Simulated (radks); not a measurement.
Results of a calculation; reference values are marked as such.
Q: Valence configurations of Br+ (all share [Ar]). Level of theory: Dirac Kohn-Sham, PBEsol, spin-unpolarised, spherical densities, point nucleus; open shells fill j = l - 1/2 first (a radial shooting solver on a logarithmic mesh with Libxc functionals). Order these by energy: 3d9.5 4s0.5 4p6; 3d9 4s2 4p5; 3d10 4s0.5 4p5.5; 3d9.5 4s1.5 4p5; 3d8 4s2 4p6; 3d10 4s1 4p5; 3d10 4s1.5 4p4.5; 3d10 4s2 4p4; 3d9.5 4s2 4p4.5; 3d9 4s1 4p6.

A: From the lowest, in eV above it: 3d10 4s2 4p4 0.000; 3d10 4s1.5 4p4.5 6.570; 3d10 4s1 4p5 13.183; 3d10 4s0.5 4p5.5 19.838; 3d9.5 4s2 4p4.5 31.407; 3d9.5 4s1.5 4p5 38.208; 3d9.5 4s0.5 4p6 51.932; 3d9 4s2 4p5 65.570; 3d9 4s1 4p6 79.660; 3d8 4s2 4p6 142.42. NIST lists [Ar] 3d10 4s2 4p4 as the ground configuration; this level of theory agrees among the configurations tried. The energies are those of spherical spin-averaged densities, not of single terms.
